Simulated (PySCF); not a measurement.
# GaSb, HF: how much the basis matters

PySCF, UHF reference; triplet, unpaired electrons π ↑↑; De to Ga + Sb without counterpoise correction.

```tsv
basis	relativity	functions	Re (Å)	ωe (cm⁻¹)	De (eV)	μ (D)
cc-pVDZ-PP	scalar-relativistic core potentials	46	2.827	167	0.64	-1.98
def2-SVP	scalar-relativistic core potentials	58	2.809	171	0.67	-1.72
def2-TZVPPD	scalar-relativistic core potentials	110	2.807	172	0.73	-1.70
```

Question: How does each smaller set differ from the one with most functions, def2-TZVPPD?

Answer: cc-pVDZ-PP: +2.0 pm, -2.9 % in ωe, -0.09 eV in De; def2-SVP: +0.2 pm, -0.6 % in ωe, -0.06 eV in De. All at HF; the set with most functions is neither the basis-set limit nor always the best.

A positive dipole means Ga(−)Sb(+). Spin–orbit coupling is left out, which matters for elements this heavy, above all for dissociation energies. Hartree–Fock leaves out correlation, which carries a large part of most bond energies and some tenths to 1 eV of ionisation energies. The state was picked by a PBE0 search and need not be the measured ground state.
